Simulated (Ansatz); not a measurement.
The same path of B2FH3O2 (8 atoms, charge 0, multiplicity 1) was run twice with different band settings. The coordinate that changes most is the dihedral O1–B2–B3–F5.

Level of theory: RKS PBE0-D4/def2-SVP (Ansatz).

Relaxed end points:

```xyz
8
Properties=species:S:1:pos:R:3
O -1.057 0.785 0.639
B 0.173 0.801 0.063
B 0.699 -0.755 -0.471
O -0.090 -1.836 -0.286
F 1.867 -0.975 -1.072
H -1.363 1.648 0.942
H 0.772 1.855 -0.024
H -0.910 -1.580 0.153
```

```xyz
8
Properties=species:S:1:pos:R:3
O 0.624 1.730 0.178
B -0.170 0.641 0.216
B 0.445 -0.856 -0.394
O -0.257 -2.011 -0.371
F 1.663 -0.940 -0.924
H 0.210 2.523 0.537
H -1.295 0.750 0.681
H -1.129 -1.894 0.020
```

Common settings: movable images 5; climbing image yes; spring 5.0 eV/Å²; start path IDPP; force threshold 0.05 eV/Å; iteration limit 60; end points relaxed.

| run | optimiser | largest step |
| --- | --- | --- |
| 1 | quadratic models (default) | default |
| 2 | lbfgs | 0.5 Å |

What does each run give, and how far can it be trusted?

Run 1: converged after 7 iterations, highest image 0.111 eV above the first end. A vibrational analysis at the climbing image gives one clearly imaginary mode, 58i cm⁻¹: a first-order saddle point.
Run 2: converged after 28 iterations, highest image 0.111 eV above the first end. Another band between the same ends (5 images) ends at a top of the same energy, where a vibrational analysis finds 1 clearly imaginary mode.
